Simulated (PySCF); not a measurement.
# Calculated properties of `CCCC#CC1=CC[SiH2]1`

Compound: C₈H₁₂Si.
Structure used (GFN2-xTB), in Å, numbered top down from 1:
```
atom  x, y, z in Å
C1    -3.1610    0.2974   -0.6104
C2    -2.8649   -1.1342   -0.1829
C3    -1.6598   -1.7151   -0.9327
C4    -0.4326   -1.0205   -0.6016
C5     0.5891   -0.4521   -0.3075
C6     1.7532    0.2376    0.0410
C7     3.0378   -0.1609   -0.0190
C8     3.8452    1.0015    0.4901
Si9    2.1881    1.9530    0.7400
H10   -3.9942    0.7011   -0.0394
H11   -2.2881    0.9261   -0.4470
H12   -3.4188    0.3356   -1.6671
H13   -2.6627   -1.1598    0.8903
H14   -3.7370   -1.7634   -0.3768
H15   -1.5446   -2.7744   -0.6801
H16   -1.8296   -1.6427   -2.0120
H17    3.4368   -1.1064   -0.3560
H18    4.5438    1.3944   -0.2495
H19    4.4237    0.7627    1.3833
H20    1.8051    2.2277    2.1240
H21    1.9618    3.1095   -0.1254
```

Among its groups: alkyne, C=C double bond, Si–H bond and C–Si bond.

From GFN2-xTB geometry:

```yaml
Point_group_of_the_GFN2-xTB_geometry: C1
Rotational_constants_A_B_C_of_the_GFN2-xTB_geometry: 3.301, 0.541, 0.478 GHz
```

PBE0/pcSseg-1 ground state and GIAO shieldings, non-relativistic (PySCF):

```yaml
Dipole_moment: 0.19 D
HOMO_energy: -6.51 eV
LUMO_energy: -0.63 eV
HOMO–LUMO_gap: 5.88 eV
Lowest_Hirshfeld_atomic_charge: -0.17 e on C8
Highest_Hirshfeld_atomic_charge: +0.35 e on Si9
13C_chemical_shifts_computed_TMS_as_zero_by_class: 164.4 (C7), 135.8 (C6), 102.7 (C4), 86.4 (C5), 26.5 (C2), 24.5 (C3), 18.5 (C8), 15.5 (C1) ppm
1H_chemical_shifts_computed_TMS_as_zero_by_class: 7.19 (H17), 5.03 (H20/H21), 2.52 (H15/H16), 1.91 (H18/H19), 1.50 (H13/H14), 1.16 (H10/H11/H12) ppm
Isotropic_shieldings_of_nuclei_other_than_C_and_H_by_class: 385 (Si9) ppm
Mayer_bond_orders_between_heavy_atoms: C1–C2 1.05, C2–C3 1.05, C3–C4 1.13, C4–C5 2.27, C5–C6 1.02, C6–C7 1.75, C7–C8 1.01, C8–Si9 0.92, Si9–C6 0.88
```

Monoisotopic mass from the formula: 136.0708 u.

In atomic units the dipole is 0.07 e·bohr (1 au = 2.5417 D). The rotational constants make it an asymmetric top with κ = (2B − A − C)/(A − C) = -0.96, nearer the prolate limit (−1). With B = h/(8π²I), that is 505.379 GHz u Å² over I, the principal moments of inertia are 153.1, 934.0 and 1056.2 u Å² (most abundant isotopes). A dipole of 0.19 D is allowed in C1, and pure rotational transitions are dipole-allowed.

One conformer (not necessarily the lowest) at the GFN2-xTB geometry, without solvent or vibrations. NMR classes are plain means over equivalent atoms (diastereotopic ones count apart unless rotation or inversion swaps them), as if these changed places fast; in this geometry the members of some classes differ.

For the NMR shielding job (PBE0/pcSseg-1), on an Arm Neoverse V1 with one thread, on a shared host, this took 46 s wall and 0.98 GiB of memory at its peak.
